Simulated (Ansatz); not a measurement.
Geometry optimisation, Ansatz, DFT PBE, scalar-relativistic, plane waves, PAW.

Input file:

```yaml
accuracy: low
crystal:
  lattice:
    - [0.0, 5.43, 5.43]
    - [5.43, 0.0, 5.43]
    - [5.43, 5.43, 0.0]
  atoms:
    - { symbol: Si, position: [0.0, 0.0, 0.0] }
    - { symbol: Si, position: [0.125, 0.125, 0.125] }
    - { symbol: Si, position: [0.0, 0.0, 0.5] }
    - { symbol: Si, position: [0.125, 0.125, 0.625] }
    - { symbol: Si, position: [0.0, 0.5, 0.0] }
    - { symbol: Si, position: [0.125, 0.625, 0.125] }
    - { symbol: Si, position: [0.0, 0.5, 0.5] }
    - { symbol: Si, position: [0.125, 0.625, 0.625] }
    - { symbol: Si, position: [0.5, 0.0, 0.0] }
    - { symbol: Si, position: [0.625, 0.125, 0.125] }
    - { symbol: Si, position: [0.5, 0.0, 0.5] }
    - { symbol: Si, position: [0.625, 0.125, 0.625] }
    - { symbol: Si, position: [0.5, 0.5, 0.0] }
    - { symbol: Si, position: [0.625, 0.625, 0.125] }
    - { symbol: Si, position: [0.5, 0.5, 0.5] }
    - { symbol: Si, position: [0.625, 0.625, 0.625] }
    - { symbol: Fe, position: [0.3765558, 0.8771383, 0.8779525], spin: 2.5 }
magnetization:
  spin_polarized: true
basis:
  ecutwfc: 420.0
kpoints:
  mp_grid: { grid: [2, 2, 2] }
hamiltonian:
  xc: pbe
  pseudopotentials: { kind: paw, azcp: { folder: soft_1 } }
scf:
  occupations: { method: fermi_dirac, width: 0.05 }
  lower_state_search: "off"
relax:
  f_tol: 0.08
  max_steps: 25
  adjacent_minimum: "off"
```

Command:

```bash
$ ansatz run input.yaml --threads 2 --pin off --max-ram 5120MiB --backend cpu --events-out ev --progress --plain --runs-dir out
```

Q: Where does it end, and by what steps?

A: It converged. Limits of this set-up: coarse k mesh, a small cell, in which the defect meets its images, low accuracy level. After 2 steps the energy has fallen by 0.033 eV; Si9 moved furthest, 0.03 Å.

```
step  energy less start (eV)  largest force component (eV/Å)  accepted
   0                  0.0000                           0.364       yes
   1                 -0.0296                           0.137       yes
   2                 -0.0332                           0.053       yes
```

```xyz
17
Lattice="0.0000 5.4300 5.4300 5.4300 0.0000 5.4300 5.4300 5.4300 0.0000" Properties=species:S:1:pos:R:3
Si 0.010 -0.011 -0.011
Si 1.368 1.358 1.358
Si 2.706 2.723 -0.009
Si 4.073 4.062 1.358
Si 2.706 -0.009 2.723
Si 4.073 1.358 4.062
Si 5.438 2.723 2.723
Si 6.787 4.072 4.072
Si 0.017 2.732 2.732
Si 1.362 4.077 4.076
Si 2.705 5.420 2.724
Si 4.074 6.789 4.083
Si 2.704 2.724 5.420
Si 4.073 4.083 6.788
Si 5.438 5.421 5.421
Si 6.777 6.788 6.788
Fe 9.520 6.803 6.801
```

Run time: 31 s on 2 threads of Arm Neoverse V1, with other jobs on the host, peak memory 0.73 GiB.
